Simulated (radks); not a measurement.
Correlation energies from several functionals, in hartree. Species: Ce4+ [Xe]; Eu2+ [Xe] 4f7; Tb4+ [Xe] 4f7; Ce4+ [Xe]. Method: non-relativistic Kohn-Sham, exchange-only LDA, spin-polarised, spherical densities, point nucleus; computed with a radial shooting solver on a logarithmic mesh with Libxc functionals. Every spin shell is full or empty, so the densities are truly spherical. Functionals are evaluated on that one density, not self-consistently.

functional,Ce4+,Eu2+,Tb4+,Ce4+
PW92,-5.4007,-6.1100,-6.2264,-5.4007
VWN5,-5.4237,-6.1363,-6.2530,-5.4237
PZ,-5.4018,-6.1029,-6.2191,-5.4018
Wigner,-2.9144,-3.2194,-3.2327,-2.9144
Chachiyo,-5.3345,-6.0280,-6.1445,-5.3345
PBE,-3.0218,-3.4872,-3.5434,-3.0218
PBEsol,-3.4142,-3.9269,-3.9898,-3.4142
LYP,-2.8307,-3.2030,-3.2435,-2.8307
P86,-3.4307,-3.9356,-4.0005,-3.4307
AM05,-5.0437,-5.7245,-5.8377,-5.0437
OP (B88),-2.7617,-3.1268,-3.1729,-2.7617
TPSS,-3.0236,-3.4882,-3.5445,-3.0236
SCAN,-3.0154,-3.5190,-3.5684,-3.0154
r2SCAN,-3.0352,-3.5353,-3.5859,-3.0352
Tao-Mo,-2.9265,-3.3924,-3.4492,-2.9265
